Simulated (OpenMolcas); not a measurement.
## PbTe: a scaling law for HF

PbTe has 2 atoms, charge 0, and is taken as a singlet. As SMILES, `[Te][Pb]`. Geometry: relaxed at PBE0-D4/def2-TZVP.

HF (core potential), gradient, OpenMolcas 26.06, on 1 thread of Arm Neoverse V1, shared host. N is the number of basis functions, t the processor time.

| basis | N | t (s) | ln N | ln t |
| --- | --- | --- | --- | --- |
| def2-SVP | 52 | 3.4 | 3.951 | 1.224 |
| def2-SVPD | 67 | 4.8 | 4.205 | 1.569 |
| def2-TZVP | 100 | ? | 4.605 | ? |
| def2-TZVPD | 115 | 17 | 4.745 | 2.833 |

Fit t = C·Nᵖ to the known rows and estimate the time in def2-TZVP.


1. Means of the 3 rows: ln N = 4.30033, ln t = 1.8753.
2. Σ(Δln N)² = 0.32885, Σ(Δln N·Δln t) = 0.68258, so the slope is 0.68258/0.32885 = 2.0757.
3. Intercept: 1.8753 − (2.0757) × 4.30033 = -7.0509. The largest residual of the fit is 0.108.
4. ln t = -7.0509 + 2.0757 × 4.605, so t ≈ 12 s.

The run took 12 s, so the estimate is too short by a factor of about 1.0. The fitted power is 2.1, with the electron count fixed.
